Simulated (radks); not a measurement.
Charge is removed step by step from the 5d up level of neutral lanthanum, starting from [Xe] 5d(up 1, down 0) 6s2. Calculated with a radial shooting solver on a logarithmic mesh with Libxc functionals: scalar-relativistic Kohn-Sham, r2SCAN, spin-polarised, spherical densities, finite nucleus; meta-GGA in the generalised Kohn-Sham scheme; Fermi nuclear charge, rms radius 4.855 fm.

removed (e)  E - E(0) (eV)  eigenvalue (eV)  E minus straight line (eV)
0                    0.000           -3.333                       0.000
0.25                 1.017           -4.816                      -0.594
0.5                  2.416           -6.389                      -0.806
0.75                 4.219           -8.042                      -0.614
1                    6.444           -9.764                       0.000

Removing the whole electron costs 6.444 eV by Delta-SCF, against 3.333 eV from minus the eigenvalue at the starting occupation. Slater's transition state (half an electron removed) gives 6.389 eV. Integrating minus the eigenvalue over the occupation (Janak's theorem) gives 6.442 eV. In this scalar-relativistic scheme the density is built from large components alone, so the theorem holds only approximately. The mean slope of the eigenvalue, de/dn, is 6.43 eV per electron.
